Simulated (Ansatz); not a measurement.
One change: `[NH2][Zn][SH]` becomes `[BH2][Zn][NH2]`.

Ansatz, PBE0-D4/def2-TZVP geometries, multiplicity 1. Each molecule was computed in one conformer, which needn't be the lowest.

Scalar relativity is left out up to krypton.

```tsv
property	`[NH2][Zn][SH]`
HOMO energy (B3LYP/def2-TZVPP) / eV	-6.86
HOMO–LUMO gap (ωB97M-V/def2-TZVPP) / eV	10.32
HOMO–LUMO gap (PBE/def2-TZVPP) / eV	4.33
HOMO–LUMO gap (PBE0/def2-TZVPP) / eV	6.46
size of the dipole moment (B3LYP/def2-TZVPP) / D	2.02
LUMO energy (B3LYP/def2-TZVPP) / eV	-0.94
```

(1) Give the same properties after the change, and the shifts. (Best estimate.)

## Answers

(1) Computed: 
| property | `[BH2][Zn][NH2]` | shift |
| --- | --- | --- |
| HOMO energy (B3LYP/def2-TZVPP) / eV | -6.34 | 0.52 |
| HOMO–LUMO gap (ωB97M-V/def2-TZVPP) / eV | 8.52 | -1.80 |
| HOMO–LUMO gap (PBE/def2-TZVPP) / eV | 2.18 | -2.15 |
| HOMO–LUMO gap (PBE0/def2-TZVPP) / eV | 4.27 | -2.19 |
| size of the dipole moment (B3LYP/def2-TZVPP) / D | 0.43 | -1.59 |
| LUMO energy (B3LYP/def2-TZVPP) / eV | -2.50 | -1.56 |

With PBE0 the HOMO rises by 0.53 eV and the LUMO falls by 1.66 eV, so the gap narrows by about 2.19 eV. PBE moves the HOMO by 0.36 eV and ωB97M-V by 0.55 eV. The zero-point energy changes by 25.0 kJ/mol with +3 modes. Dipoles are sizes alone; their direction can turn.

B3LYP here is the variant with VWN-RPA as its local correlation; programs differ in this.
